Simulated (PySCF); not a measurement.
Isomers of C8H12O2, from PBE0-D3(BJ)/def2-SVP geometry optimisation, gas phase (PySCF). One conformer each, no zero-point energy, no frequencies.

Question: Which isomer lies lowest at this level?
A. `[CH3:1][C@@:2]1([O:3][CH:4]=[O:5])[CH2:6][CH:7]=[CH:8][CH2:9][CH2:10]1` with C1–C2–O3–C4 63°, C2–O3–C4–O5 -1°, C1–C2–C6–C7 167°, C2–C6–C7–C8 -14°, C7–C8–C9–C10 -15°, C8–C9–C10–C2 46°: A = 2122, B = 1126, C = 1024 MHz, dipole 2.04 D
B. `[CH2:1]=[C:2]1[CH2:3][CH2:4][CH2:5][C@H:6]([C:7](=[O:8])[OH:9])[CH2:10]1` with C5–C6–C7–O8 -104°, C6–C7–O9–H -178°, C1–C2–C3–C4 126°, C2–C3–C4–C5 53°, C3–C4–C5–C6 -55°, C4–C5–C6–C7 179°: A = 2423, B = 880.0, C = 725.9 MHz, dipole 1.75 D
C. `[CH2:1]=[CH:2][CH2:3][O:4][C:5](=[O:6])/[C:7]([CH3:8])=[CH:9]/[CH3:10]` with C1–C2–C3–O4 120°, C2–C3–O4–C5 82°, C3–O4–C5–O6 0°, O4–C5–C7–C8 -178° (allyl tiglate): A = 2573, B = 663.0, C = 571.0 MHz, dipole 2.25 D

Answer: B. That is `C=C1CCC[C@H](C(=O)O)C1`, 11.5 kcal/mol below the next.

```
                SMILES                                                             mapped SMILES      E (Eh)  relative (kcal/mol)  relative (kJ/mol)  dipole (D)
C=C1CCC[C@H](C(=O)O)C1  [CH2:1]=[C:2]1[CH2:3][CH2:4][CH2:5][C@H:6]([C:7](=[O:8])[OH:9])[CH2:10]1  -461.69404                  0.0                0.0        1.75
  C[C@@]1(OC=O)CC=CCC1    [CH3:1][C@@:2]1([O:3][CH:4]=[O:5])[CH2:6][CH:7]=[CH:8][CH2:9][CH2:10]1  -461.67565                 11.5               48.3        2.04
   C=CCOC(=O)/C(C)=C/C    [CH2:1]=[CH:2][CH2:3][O:4][C:5](=[O:6])/[C:7]([CH3:8])=[CH:9]/[CH3:10]  -461.64023                 33.8              141.3        2.25
```

As drawn, the lowest has an O–H bond, which the highest lacks.
